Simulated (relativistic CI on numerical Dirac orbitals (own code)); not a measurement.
# Hyperfine structure of Sb24+, mass number 123

Computed by Dirac-Coulomb-Breit CI, orbitals from a KLI potential per configuration, model QED, unscaled Slater integrals (own radial code, finite nucleus).

Configurations in the expansion (outside the closed core [Ne]): 3s2 3p6 3d9, 3s2 3p5 3d10, 3s 3p6 3d10, 3s2 3p6 3d8 4s, 3s2 3p6 3d8 4p, 3s2 3p6 3d8 4d, 3s2 3p4 3d10 4s, 3s2 3p6 3d8 4f, 3s2 3p5 3d9 4s, 3s2 3p6 3d7 4s2, 3s2 3p4 3d10 4p, 3s2 3p5 3d9 4p, 3s2 3p6 3d7 4s 4p, 3s2 3p4 3d10 4d, 3s2 3p6 3d8 5s, 3s 3p5 3d10 4s. Levels of other configurations are missing.

Nuclear spin I = 7/2, μ = 2.5457 μN, Q = -0.692 b (tables of Stone and Pyykkö). The electronic factors are computed for point nuclear moments, without core polarisation or the Bohr-Weisskopf and QED corrections.

```csv
Level,E (eV),A (GHz),B (GHz)
3s2 3p6 3d9 2D_5/2,0.000,6.581,12.6
3s2 3p6 3d9 2D_3/2,9.963,16.09,9.47
3s2 3p5 3d10 2P°_3/2,233.301,33.24,59.6
3s2 3p5 3d10 2P°_1/2,282.174,210.1,
3s 3p6 3d10 2S_1/2,413.038,695.6,
3s2 3p6 3d8 4s 4F_9/2,504.835,29.53,7.45
3s2 3p6 3d8 4s 2F_7/2,506.617,-15.06,6.66
3s2 3p6 3d8 4s 2D_3/2,511.268,-32.81,-3.53
```

Levels with J = 0, under 50 % of one LS term, or S terms without an open s electron are left out. Small factors come from cancelling terms and can be off by tens of per cent or more.

At this charge energies of transitions that change n are usually good to better than 1 %, and those within a shell (Δn = 0) to a few per cent.

(1) Give the hyperfine levels of 3s2 3p6 3d9 2D_5/2 relative to its centre of gravity.

Answers

(1) With K = F(F + 1) − I(I + 1) − J(J + 1), E = AK/2 + B[¾K(K + 1) − I(I + 1)J(J + 1)]/[2I(2I − 1)J(2J − 1)]: F = 1: -67.29, F = 2: -57.72, F = 3: -42.03, F = 4: -18.58, F = 5: 14.77, F = 6: 60.73 GHz.

LS names give the leading component of a level, which can be under half, so a name can repeat, a term be missing and a line seem to break the LS rules.
